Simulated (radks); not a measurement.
Species: Rh10+. Configuration: [Ar] 3d10 4s2 4p5.

Method: scalar-relativistic Kohn-Sham, PBE, spin-polarised, spherical densities, finite nucleus; open shells are filled with parallel spins first (spin-orbit coupling, left out, can overturn this in heavy ions); Fermi nuclear charge, rms radius 4.4945 fm; computed with a radial shooting solver on a logarithmic mesh with Libxc functionals.

Energy parts (hartree):
| part | energy |
|---|---|
| total | -4754.46326 |
| kinetic | 4925.34472 |
| electron-nucleus | -11224.04495 |
| Hartree | 1676.18976 |
| exchange-correlation | -131.95279 |

Orbitals (lengths in bohr, moments of r in powers of bohr):
| orbital | occ. | eigenvalue (hartree) | <1/r> |
|---|---|---|---|
| 1s up | 1 | -853.8537 | 47.05 |
| 1s down | 1 | -853.8441 | 47.05 |
| 2s up | 1 | -129.9890 | 10.66 |
| 2s down | 1 | -129.9834 | 10.66 |
| 2p up | 3 | -117.2574 | 10.32 |
| 2p down | 3 | -117.2484 | 10.32 |
| 3s up | 1 | -28.97658 | 3.724 |
| 3s down | 1 | -28.96644 | 3.724 |
| 3p up | 3 | -24.78843 | 3.549 |
| 3p down | 3 | -24.77690 | 3.549 |
| 3d up | 5 | -18.11301 | 3.327 |
| 3d down | 5 | -18.10107 | 3.328 |
| 4s up | 1 | -9.45067 | 1.517 |
| 4s down | 1 | -9.38685 | 1.517 |
| 4p up | 3 | -8.14154 | 1.410 |
| 4p down | 2 | -8.07853 | 1.409 |

The highest occupied level is 4p down at -219.83 eV. The density falls to 0.001 e/bohr^3 at r = 2.17 bohr. Spin moment in Bohr magnetons: 1. The spin density at the nucleus is -0.7729 e/bohr^3 (1s -0.7803, 2s 0.1852, 3s 0.2161, 4s -0.3939). Summed over all electrons, <r^2> = 10.28 bohr^2, which gives a Langevin (diamagnetic) susceptibility term of -8.14 x 10^-6 cm^3/mol. The electron density at the nucleus is 1.239e+05 e/bohr^3 (large components only).
